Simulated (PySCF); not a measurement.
Gas-phase reaction: 2 GeO + 2 Cl ⇌ GeCl₂ + GeO₂

Energies from PySCF (xtb for GFN2), thermal terms from the rigid-rotor harmonic-oscillator model, ideal gas at 1 bar. † marks an energy on the PBE0/def2-TZVP geometry and frequencies; other levels use their own. MP2 and CCSD(T) freeze the core. Open shells (unrestricted): Cl (multiplicity 2, electronic degeneracy 6); the rest are closed-shell singlets. GFN2 has no spin-polarisation term. Spin-orbit splitting is ignored; it lowers the true energy and changes the entropy of Cl. B3LYP is the form with VWN-RPA correlation. Ge: all electrons, no relativistic terms. GeO₂: computed as isolated molecules; such fragments, hydroxides, amides, oligomers or adducts are transient or little studied in the gas. MP2 isn't extrapolated to the basis-set limit; its ΔH°(298 K) is -361.8 kJ in def2-SVP and -446.2 kJ in def2-TZVPP. CCSD(T) isn't extrapolated to the basis-set limit; its ΔH°(298 K) is -339.6 kJ in def2-SVP and -413.9 kJ in def2-TZVPP. The harmonic model lacks anharmonicity and excited electronic states, which grow with temperature; levels with a mode under 35 cm⁻¹ are left out. Warning, large T1 diagnostic: GeO, GeO₂ (CCSD(T)/def2-TZVPP†).

| level | ΔE electronic, kJ | ΔH°(298 K), kJ | ΔS°(298 K), J/K | ΔG°(2000 K), kJ |
|---|---|---|---|---|
| B3LYP/def2-TZVP† | -418 | -415 | -244 | 69 |
| BLYP/def2-TZVP† | -416 | -413 | -244 | 71 |
| CCSD(T)/def2-TZVPP† | -417 | -414 | -244 | 70 |
| GFN2-xTB | -446 | -443 | -238 | 26 |
| M06-2X/def2-TZVP† | -477 | -474 | -244 | 10 |
| MP2/def2-SVP† | -365 | -362 | -244 | 122 |
| MP2/def2-TZVPP† | -449 | -446 | -244 | 38 |
| PBE/def2-TZVP† | -482 | -479 | -244 | 5 |
| r2SCAN/def2-TZVP† | -478 | -475 | -244 | 9 |
| LDA/def2-TZVP† | -581 | -578 | -244 | -94 |
| ωB97X-V/def2-TZVP† | -451 | -448 | -244 | 36 |
ΔH° is lowest at LDA/def2-TZVP† and highest at MP2/def2-SVP†. No reference value is set beside these.
